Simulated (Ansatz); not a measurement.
A made-up structure of CH3NSe, singlet:

```
6
angstrom
N -0.8478 -1.0615 -0.4304
C -0.1118 -0.0782 -0.1650
Se 0.6409 0.0903 1.5740
H 0.5152 -0.9278 -0.0722
H 0.1606 0.7316 -0.8486
H 1.3388 1.3440 1.2623
```

It is relaxed with PBE-D4/def2-SVP and then PBE0-D4/def2-TZVP (Ansatz 0.2.0). Atoms count as bonded within 1.22 times the sum of their covalent radii (H–H: 0.88 Å). The end point is not checked to be a true minimum.

Q: Does its bonding change? (Judge from chemistry; the calculation decides.)

A: By the calculation: Yes. Formed: N1–H4; broken: C2–H4.

Where it ends: The first stage lowers the energy by 4.15 eV in 17 steps. It ends as CH₃NSe ([NH][CH][SeH]):
```xyz
6
angstrom
N -0.3783 -1.0321 -0.6198
C 0.0920 0.0369 -0.1619
Se 0.9990 0.2665 1.5148
H -0.2437 -1.8364 -0.0079
H 0.0026 0.9589 -0.7364
H 1.2243 1.7046 1.3313
```

Labels in which every atom is bracketed show which atoms are joined, not bond orders.

For scale, one of the runs: PBE0-D4/def2-TZVP relaxation, 128 basis functions, launched by `ansatz run in.yaml --threads 2 --pin off --events-out ev --progress --plain --max-ram 4352MiB`. The run took about 27 s on 2 CPU threads of an Arm Neoverse N1 (shared host).
